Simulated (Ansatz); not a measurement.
Consider the substitution at a C–N bond: `CN[Si](F)(F)OC` + `NC(O)O` → `CNC(O)O` + `CO[Si](N)(F)F`.

Computed with Ansatz on PBE0-D4/def2-TZVP structures; ΔE is electronic, products minus reactants. CCSD(T)/CBS adds triple-zeta CCSD(T) − MP2 to the extrapolated MP2 energy (def2 sets, frozen cores). DFT in def2-TZVPP. B3LYP here is the variant with VWN-RPA as its local correlation; programs differ in this. Each species was taken in one conformer, which may not be the lowest.

| level | ΔE (kcal/mol) |
| --- | --- |
| B3LYP-D4 | -0.5 |
| B2PLYP | -0.8 |
| r2SCAN | -1.1 |
| PBE0 | -0.6 |
| MP2/def2-TZVPP | -1.3 |
| HF/def2-QZVPP | -0.8 |
| MP2/def2-QZVPP | -1.3 |
| MP2/CBS(def2) | -1.3 |

Task: What does CCSD(T)/CBS give? (An estimate is asked.)

Result: Computed: -1.1 kcal/mol. The listed levels differ from it by 0.6, 0.3, 0.0, 0.5, -0.2, 0.3, -0.2, -0.2 kcal/mol.

Largest T1 diagnostic among the species: 0.011.
